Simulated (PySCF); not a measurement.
# Identify the compound

An unknown has the formula C5H8N2O2Si. Its calculated NMR data are:

¹H NMR (400 MHz, computed): δ 5.93 (br s, 1H), 5.38 (t, 2H), 2.54 (s, 3H), 2.43 (t, 2H).

¹³C{¹H} NMR (computed): δ 175.9 (C), 158.4 (C), 115.9 (C), 35.5 (CH3), 25.1 (CH2).

Averaged over atoms made equivalent by symmetry, fast rotation or ring inversion, no relativistic terms, gas phase, single conformer. NMR shieldings at PBE0/pcSseg-1/GIAO; GFN2-xTB geometry; PySCF.

Referencing at the same level of theory: ¹H (σref 31.72), ¹³C (σref 186.93) vs TMS.

Q: Deduce the structure.

A: 
1. Rings plus π bonds: 4 (no ring in the answer).
2. 5 carbon signals for 5 carbons: no two carbons are equivalent.
3. Carbon types of the structure: 3 × C, 1 × CH2, 1 × CH3, leaving 3 H on heteroatoms.
4. δC 175.9: carboxylic acid carbon; it is a carbonyl in resonance with an O or N lone pair, the region of acids, esters and amides.
5. δC 158.4: C=N carbon.
6. δC 115.9: nitrile carbon; typical of a nitrile.
7. δC 35.5: methyl carbon; aliphatic region, no heteroatom directly attached.
8. δC 25.1: sp3 CH2 bonded to Si, α to a carbonyl; the adjacent C=O deshields it moderately.
9. δH 5.93: hydrogen on an acid hydroxyl oxygen; exchangeable, gas-phase position.
10. δH 2.43: hydrogen on an sp3 CH2 bonded to Si, α to a carbonyl; α to C=O.

These data were computed for SMILES C/C(C#N)=N/[SiH2]CC(=O)O.

The data come from this structure; uniqueness wasn't tested.

OH/NH shifts are gas-phase values; hydrogen bonding in solution moves them, usually downfield. Shifts are as computed. Against solution values, carbons near 30 ppm lie about +3 ppm off and those near 130 ppm about +5 ppm. Of 1211 compounds with measured shifts, 218 miss one by over three times the rms of a fit or turn the order of signals round; such compounds aren't used in these exercises. Hydrogen bonding in solution deshields acid and N–H amide carbonyl carbons by as much as 10 ppm beyond these values. No couplings were computed; multiplicities are counted from neighbouring protons, with m where these are inequivalent, close in shift, in a saturated or five-membered ring or joined by F or P, and br s for small geminal =CH2 splittings.
